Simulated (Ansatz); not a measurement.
Consider the redistribution: `CB(C)[SiH2]F` + `[SiH3]C[SeH]` → `CB(C)C[SiH3]` + `F[SiH2][SeH]`.

Isolated molecules relaxed with PBE0-D4/def2-TZVP in Ansatz; ΔE leaves out vibrations. CCSD(T)/CBS adds triple-zeta CCSD(T) − MP2 to the extrapolated MP2 energy (def2 sets, frozen cores). Functionals use def2-TZVPP. For Se outer-core shells are correlated without core-valence functions, which leaves a few kJ/mol of doubt a bond. Scalar relativity is left out up to krypton. One conformer a species, not always the lowest.

`CB(C)[SiH2]F`:

```xyz
13

C     1.322    0.410   -0.930
B     0.104    0.159    0.008
C    -0.358    1.240    1.037
Si   -0.936   -1.571   -0.082
F    -0.251   -2.652   -1.062
H     0.880    0.752   -1.880
H     1.995    1.205   -0.597
H     1.895   -0.483   -1.188
H    -0.116    2.263    0.734
H    -1.402    1.190    1.355
H     0.245    1.042    1.938
H    -1.058   -2.215    1.258
H    -2.321   -1.340   -0.590
```

`[SiH3]C[SeH]`:

```xyz
9

Si   -0.776    0.420    0.636
C     0.444   -0.807   -0.081
Se    1.819    0.097   -1.141
H    -0.072    1.357    1.546
H    -1.846   -0.290    1.393
H    -1.407    1.187   -0.471
H     0.993   -1.303    0.722
H    -0.035   -1.578   -0.685
H     0.880    0.916   -1.919
```

`CB(C)C[SiH3]`:

Cartesian coordinates in Å:
```
C 0.400 0.447 -1.769
B 0.577 0.231 -0.224
C 1.787 -0.617 0.306
C -0.458 0.813 0.783
Si -1.900 -0.388 0.927
H 0.062 -0.503 -2.206
H 1.355 0.660 -2.261
H -0.325 1.212 -2.053
H 2.180 -1.337 -0.417
H 1.593 -1.126 1.253
H 2.603 0.094 0.504
H -0.902 1.758 0.455
H -0.067 0.927 1.800
H -1.428 -1.726 1.375
H -2.898 0.108 1.913
H -2.580 -0.553 -0.386
```

`F[SiH2][SeH]`:

```xyz
6

F    -1.789    0.125    0.208
Si   -0.264    0.488   -0.099
Se    1.175   -0.866    0.995
H    -0.083    0.371   -1.561
H    -0.005    1.853    0.409
H     0.966   -1.970    0.048
```

| level | ΔE (kcal/mol) |
| --- | --- |
| ωB97X-V | -36.9 |
| ωB97M-V | -38.5 |
| BLYP | -34.8 |
| SCS-MP2/def2-QZVPP | -38.0 |

**Question.** What does CCSD(T)/CBS give? (Best estimate.)

**Answer.** The calculation gave: -37.9 kcal/mol. The listed levels differ from it by 1.0, -0.6, 3.1, -0.1 kcal/mol.

Largest T1 diagnostic among the species: 0.011.

Leaving LDA and LC-ωPBE aside and taking each functional with its dispersion term where it has one, the values, not all of them listed here, spread over 3.9 kcal/mol, from r2SCAN0-D4 to BLYP-D4. LDA lies −2.0 kcal/mol from PBE without D4. At CCSD(T), def2-SVP lies +0.9 kcal/mol from the extrapolated value and def2-TZVPP +0.9 kcal/mol. From PBE to PBE0 (25 % exact exchange), in def2-TZVPP and without D4, ΔE moves by −1.4 kcal/mol.
